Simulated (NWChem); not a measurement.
System: C3H4FNSi; SMILES FC1=C[SiH2]C=N1

```xyz
10

F     -0.2512    -2.3145     0.0000
C     -0.1274    -1.0039     0.0000
C     -1.1605    -0.1407     0.0000
Si    -0.3778     1.5376     0.0000
C      1.3379     0.6914     0.0000
N      1.2176    -0.5852     0.0000
H     -2.1953    -0.4811     0.0000
H     -0.6127     2.3700     1.2172
H     -0.6127     2.3700    -1.2172
H      2.3511     1.1161     0.0000
```
Atoms are numbered in this order, from 1.

Program: NWChem. The geometry was optimised at PBE0/def2-SVP. Level: M05-2X/def2-SVP with SMD (1 M gas to 1 M solution), gas-phase geometry. Reactions with the solvent are ignored.

For solvent acetone:

```yaml
dipole in solution (D): 3.72
```

How do the values read with solvent diethyl ether instead?

The dipole in solution (D) comes out as 3.49.
